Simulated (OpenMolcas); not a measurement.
W5+ (d1) among equal point charges was computed by CASSCF with the d shell active (OpenMolcas, ANO-RCC-VDZP on the metal). Its lowest spin-free states, and all those of the highest spin:

```
2S+1  Degeneracy  E (cm-1)
   2           1       0.0
   2           2      5961
   2           1     19963
   2           1     29449
```

Problem. Is the site octahedral, tetrahedral or cube-like, axial, or of lower symmetry?

Solution. The states with 2S+1 = 2 have orbital degeneracies 1, 2, 1, 1. There are pairs but no triples, so the site is axial: not cubic, but with a proper or improper axis of order three or more. The run had W5+ among 4 point charges of -2 e arranged as a square (D4h), 2.11 Å from the ion.

This is an electrostatic model: the charges have no orbitals. No measured value stands beside these numbers.
